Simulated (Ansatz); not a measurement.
Correlation energies of `FC1OC(F)(F)C(F)(F)C1(F)F` by basis set

```xyz
13

F    -0.189    1.896    1.348
C    -0.720    0.741    0.897
O    -0.025   -0.350    1.419
C     0.912   -0.825    0.531
F     1.167   -2.089    0.821
F     2.055   -0.133    0.609
C     0.269   -0.631   -0.864
F     1.159   -0.505   -1.841
F    -0.528   -1.674   -1.120
C    -0.586    0.647   -0.647
F     0.036    1.711   -1.153
F    -1.792    0.536   -1.220
H    -1.759    0.676    1.221
```

The species carries charge 0 and has multiplicity 1. Geometry: relaxed with PBE0-D4/def2-TZVP. Frozen core, restricted reference, Ansatz. CBS rows extrapolate triple and quadruple zeta; past MP2 they add the triple-zeta difference.

```
     basis     HF (Eh)  MP2 corr.
  def2-SVP  -922.23457   -1.96485
def2-TZVPP  -923.37696   -2.57435
def2-QZVPP  -923.41581   -2.80379
```

Q: Estimate the CCSD correlation energy and the (T) correction in each basis where they were run (hartree).

A: 
```
     basis  CCSD corr.       (T)
  def2-SVP    -1.99965  -0.04616
def2-TZVPP    -2.58569  -0.09024
 CBS(def2)    -2.98508     as TZ
```
